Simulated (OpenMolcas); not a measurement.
# Lines of S⁺: computed and rescaled rates

```
Program             : OpenMolcas
Method              : SS-RASPT2, IPEA 0.25 Eh, imaginary shift 0.1 Eh (closed shells correlated: 2s 2p)
Basis               : ANO-RCC-VTZP [5s4p2d1f]
Scalar Hamiltonian  : DKH2, point nucleus
Active space        : 5 electrons in 9 orbitals (RAS2 3s 3p; RAS3 3d, at most 2 electrons)
State averaging     : 2S+1 = 4 odd, 1 root; 2S+1 = 2 odd, 8 roots; 2S+1 = 4 even, 3 roots; 2S+1 = 2 even, 9 roots
Spin-orbit coupling : state interaction with AMFI integrals over the reference wave functions, term energies averaged over their components
```

Rates come from the transition moments of the reference wave functions (E1 and E2 in the length form). At fixed line strength A goes as λ^-3 for E1 and M1 and as λ^-5 for E2, so a rate at the computed wavelength can be rescaled to the measured one. Measured vacuum wavelengths follow from level energies in NIST Handbook of Basic Atomic Spectroscopic Data. Branching counts decays inside the model space alone, at computed energies, and the table is only a selection of the E2 and M1 lines, drawn from those between levels with measured partners whose computed energy lies within a factor of 1.5 of the measured one.

```csv
Upper,Lower,Type,λ computed (nm),λ measured (nm),A computed (s-1),A rescaled (s-1),Branching %
3s2 3p3 2P* 1/2,3s2 3p3 2D* 5/2,E2,990.9,1037,8.45e-02,6.73e-02,25.4
3s2 3p3 2P* 3/2,3s2 3p3 2D* 5/2,E2,989.3,1032,1.49e-01,1.21e-01,29.1
3s2 3p3 2P* 3/2,3s2 3p3 2D* 5/2,M1,989.3,1032,3.52e-02,,6.9
3s2 3p3 2P* 1/2,3s2 3p3 2D* 3/2,E2,988.8,1034,1.28e-01,1.02e-01,38.5
3s2 3p3 2P* 1/2,3s2 3p3 2D* 3/2,M1,988.8,1034,3.92e-02,,11.8
3s2 3p3 2P* 3/2,3s2 3p3 2D* 3/2,E2,987.2,1029,6.38e-02,5.19e-02,12.5
3s2 3p3 2P* 3/2,3s2 3p3 2D* 3/2,M1,987.2,1029,6.29e-02,,12.3
3s2 3p3 2D* 3/2,3s2 3p3 4S* 3/2,M1,643.1,673.3,4.43e-04,,75.3
3s2 3p3 2D* 3/2,3s2 3p3 4S* 3/2,E2,643.1,673.3,1.45e-04,,24.7
3s2 3p3 2D* 5/2,3s2 3p3 4S* 3/2,E2,642.3,671.8,2.28e-04,,95.9
3s2 3p3 2P* 1/2,3s2 3p3 4S* 3/2,M1,389.7,407.8,8.08e-02,,24.3
3s2 3p3 2P* 3/2,3s2 3p3 4S* 3/2,M1,389.4,407,2.01e-01,,39.3
```

Spin-changing lines and M1 lines between different terms are not rescaled, since their strength hangs on the term gaps too.

The largest correction is for 3s2 3p3 2P* 1/2 → 3s2 3p3 2D* 5/2 (E2): 8.45e-02 × (990.9 / 1037)^5 = 6.73e-02 s-1, a factor of 0.80.

No measured rate stands beside these. Rescaling mends the energy factor alone: line strengths can still be far off where a level mixes with configurations outside the active space, and weak or spin-changing lines hang on small mixing coefficients that depend on the term gaps too, so rescaling need not improve them.

The run also gave levels led by 3s2 3p2 3d, which use shells meant for correlation; these and all levels above them are left out. Measured partners are found by configuration, term and J. A level has none where our copy of the source lacks it or the pairing is in doubt (some pairs that miss far off the trend of their configuration count as doubtful). Levels of configurations outside the active space are missing.

* marks odd parity.
